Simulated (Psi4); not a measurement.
C3H8, charge +1, doublet, at a GFN2-xTB geometry (a state made from the parent by changing its charge; the spin is typed, not shown lowest); OMP2/6-31G* (Psi4 1.11).

Input for Psi4:
```
memory 2 GB

molecule mol {
1 2
  C     1.161192    0.510453   -0.283191
  C     0.103243   -0.510993   -0.054067
  C    -1.255636   -0.043013    0.332650
  H     2.031563    0.087720   -0.783130
  H     0.781756    1.388046   -0.816813
  H     1.534082    0.937173    0.661362
  H     0.483380   -1.270563    0.665516
  H     0.015119   -1.196717   -0.926573
  H    -1.875767   -0.858821    0.701542
  H    -1.221049    0.786200    1.046865
  H    -1.801881    0.388279   -0.521119
}

set basis 6-31g*
set reference uhf

energy('omp2')
print_variables()
```

What does Psi4 print? Leave out banner, timings and long lists.


```
    For method 'OMP2', SCF Algorithm Type (re)set to DISK_DF.

   => Loading Basis Set <=

    Name: 6-31G*
    Role: ORBITAL
    Keyword: BASIS

         ---------------------------------------------------------
                                   SCF
               by Justin Turney, Rob Parrish, Andy Simmonett
                          and Daniel G. A. Smith
                              UHF Reference
         ---------------------------------------------------------

  ==> Geometry <==

    Molecular point group: c1
    Full point group: C1

    Geometry (in Angstrom), charge = 1, multiplicity = 2:

       Center              X                  Y                   Z               Mass
    ------------   -----------------  -----------------  -----------------  -----------------
         C            1.160003285274     0.516337223458    -0.282568484813    12.000000000000
         C            0.102054285274    -0.505108776542    -0.053444484813    12.000000000000
         C           -1.256824714726    -0.037128776542     0.333272515187    12.000000000000
         H            2.030374285274     0.093604223458    -0.782507484813     1.007825032230
         H            0.780567285274     1.393930223458    -0.816190484813     1.007825032230
         H            1.532893285274     0.943057223458     0.661984515187     1.007825032230
         H            0.482191285274    -1.264678776542     0.666138515187     1.007825032230
         H            0.013930285274    -1.190832776542    -0.925950484813     1.007825032230
         H           -1.876955714726    -0.852936776542     0.702164515187     1.007825032230
         H           -1.222237714726     0.792084223458     1.047487515187     1.007825032230
         H           -1.803069714726     0.394163223458    -0.520496484813     1.007825032230

  Running in c1 symmetry.

  Rotational constants: A =      1.05470  B =      0.27991  C =      0.24956 [cm^-1]
  Rotational constants: A =  31619.23816  B =   8391.61051  C =   7481.72943 [MHz]
  Nuclear repulsion =   83.109224684812560

  Charge       = 1
  Multiplicity = 2
  Electrons    = 25
  Nalpha       = 13
  Nbeta        = 12

  ==> Algorithm <==

  SCF Algorithm Type is DISK_DF.
  DIIS enabled.
  MOM disabled.
  Fractional occupation disabled.
  Guess Type is SAD.
  Energy threshold   = 1.00e-08
  Density threshold  = 1.00e-08
  Integral threshold = 1.00e-12

  ==> Primary Basis <==

  Basis Set: 6-31G*
    Blend: 6-31G*
    Number of shells: 34
    Number of basis functions: 61
    Number of Cartesian functions: 61
    Spherical Harmonics?: false
    Max angular momentum: 2

   => Loading Basis Set <=

    Name: (6-31G* AUX)
    Role: JKFIT
    Keyword: DF_BASIS_SCF

  ==> Integral Setup <==

  ==> DiskDFJK: Density-Fitted J/K Matrices <==

    J tasked:                  Yes
    K tasked:                  Yes
    wK tasked:                  No
    Integrals threads:           1
    Algorithm:                Core
    Integral Cache:           SAVE
    Schwarz Cutoff:          1E-12
    Fitting Condition:       1E-10

   => Auxiliary Basis Set <=

  Basis Set: (6-31G* AUX)
    Blend: CC-PVDZ-JKFIT
    Number of shells: 144
    Number of basis functions: 443
    Number of Cartesian functions: 443
    Spherical Harmonics?: false
    Max angular momentum: 3

  Minimum eigenvalue in the overlap matrix is 5.6688851817E-03.
  Reciprocal condition number of the overlap matrix is 8.0985808917E-04.
    Using symmetric orthogonalization.

  ==> Pre-Iterations <==

  SCF Guess: Superposition of Atomic Densities via on-the-fly atomic UHF (no occupation information).

   -------------------------
    Irrep   Nso     Nmo
   -------------------------
     A         61      61
   -------------------------
    Total      61      61
   -------------------------

  ==> Iterations <==

                           Total Energy        Delta E     RMS |[F,P]|

   @DF-UHF iter SAD:  -117.62399716466902   -1.17624e+02   0.00000e+00
[...]
  @DF-UHF Final Energy:  -117.85072574354578
    Total Energy =                       -117.8507257435457802
  DIE_IF_NOT_CONVERGED          => (empty)
[...]
   1     -118.2611099058     -4.69e-03       2.13e-03         3.82e-02        1.65e-05
   2     -118.2624721971     -1.36e-03       1.49e-03         3.25e-02        1.03e-05
   3     -118.2633323776     -8.60e-04       1.15e-03         2.54e-02        9.23e-06
   4     -118.2642778399     -9.45e-04       6.36e-04         1.45e-02        1.45e-05
   5     -118.2646386227     -3.61e-04       2.64e-04         5.80e-03        1.05e-05
   6     -118.2647129400     -7.43e-05       4.11e-05         5.92e-04        6.72e-06
   7     -118.2647137217     -7.82e-07       2.73e-05         5.44e-04        3.83e-07
   8     -118.2647139753     -2.54e-07       2.29e-05         5.15e-04        1.52e-07
   9     -118.2647142737     -2.98e-07       2.02e-05         4.67e-04        2.30e-07
  10     -118.2647145611     -2.87e-07       1.77e-05         4.12e-04        2.60e-07
  11     -118.2647150237     -4.63e-07       1.34e-05         3.04e-04        5.14e-07
  12     -118.2647150877     -6.40e-08       1.26e-05         2.87e-04        8.68e-08
  13     -118.2647155718     -4.84e-07       4.96e-06         8.06e-05        1.03e-06
  14     -118.2647156077     -3.59e-08       3.53e-06         6.52e-05        2.15e-07
  15     -118.2647156177     -1.00e-08       2.92e-06         5.57e-05        9.61e-08
  16     -118.2647156235     -5.73e-09       2.27e-06         4.34e-05        5.15e-08
  17     -118.2647156294     -5.90e-09       1.10e-06         2.06e-05        6.37e-08
  18     -118.2647156296     -1.76e-10       1.04e-06         1.94e-05        3.11e-09
  19     -118.2647156310     -1.43e-09       2.85e-07         4.09e-06        4.07e-08
  20     -118.2647156311     -6.40e-11       1.23e-07         1.80e-06        7.14e-09

 ==============================================================================
 ======================== DF-OMP2 ITERATIONS ARE CONVERGED ====================
 ==============================================================================

	Computing MP2 energy using optimized MOs...
	=======================================================================
	Nuclear Repulsion Energy (a.u.)    :    83.10922468481256
	DF-HF Energy (a.u.)                :  -117.85072574354578
	REF Energy (a.u.)                  :  -117.84322802544681
	Alpha-Alpha Contribution (a.u.)    :    -0.04705497887515
	Alpha-Beta Contribution (a.u.)     :    -0.32156272365665
	Beta-Beta Contribution (a.u.)      :    -0.05286990394667
	Scaled_SS Correlation Energy (a.u.):    -0.03330829427394
	Scaled_OS Correlation Energy (a.u.):    -0.38587526838798
	DF-SCS-MP2 Total Energy (a.u.)     :  -118.26241158810872
	DF-SOS-MP2 Total Energy (a.u.)     :  -118.22910329383478
	DF-SCS(N)-MP2 Total Energy (a.u.)  :  -118.01909581921319
	DF-MP2 Correlation Energy (a.u.)   :    -0.41398988837949
	DF-MP2 Total Energy (a.u.)         :  -118.26471563192527
	=======================================================================

	=======================================================================
	================ DF-OMP2 FINAL RESULTS ================================
	=======================================================================
	Nuclear Repulsion Energy (a.u.)    :    83.10922468481256
	DF-HF Energy (a.u.)                :  -117.85072574354578
	REF Energy (a.u.)                  :  -117.84322802544681
	DF-SCS-OMP2 Total Energy (a.u.)    :  -118.26241158810872
	DF-SOS-OMP2 Total Energy (a.u.)    :  -118.22910329383478
	DF-SCS(N)-OMP2 Total Energy (a.u.) :  -118.01909581921319
	DF-OMP2 Correlation Energy (a.u.)  :    -0.41398988750582
	Edfomp2 - Eref (a.u.)              :    -0.42148760560480
	DF-OMP2 Total Energy (a.u.)        :  -118.26471563105160
	=======================================================================

  Variable Map:
  ----------------------------------------------------------------------------
[...]
  Array Variable Map:
  ----------------------------------------------------------------------------
[...]
[...]
```
